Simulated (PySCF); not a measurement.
Sn(F)3(Cl), SMILES [F][Sn]([F])([F])[Cl], PBE0/def2-SVP optimised geometry.

```
5

F     -1.49     0.89     0.00
Sn    -0.80    -0.89     0.00
F     -1.50    -1.77    -1.54
F     -1.50    -1.78     1.54
Cl     1.49    -0.89     0.00
```

Density from PBE0/def2-TZVP, def2 effective core potentials past Kr (PySCF) at that geometry. The core electrons that the potentials of Sn replace are not part of the density.

Minimum of the electron density along straight lines between bonded atoms, close to the bond critical point (lines longer than 1.1 times the sum of covalent radii, or with two minima, are not listed):

```tsv
bond	length / Å	ρ at the minimum / e bohr⁻³	∇²ρ there / e bohr⁻⁵	position (fraction from the first atom)
F1–Sn2	1.907	0.128	0.62	0.48
Sn2–F3	1.907	0.128	0.62	0.52
Sn2–F4	1.907	0.128	0.62	0.52
Sn2–Cl5	2.294	0.097	0.18	0.48
```
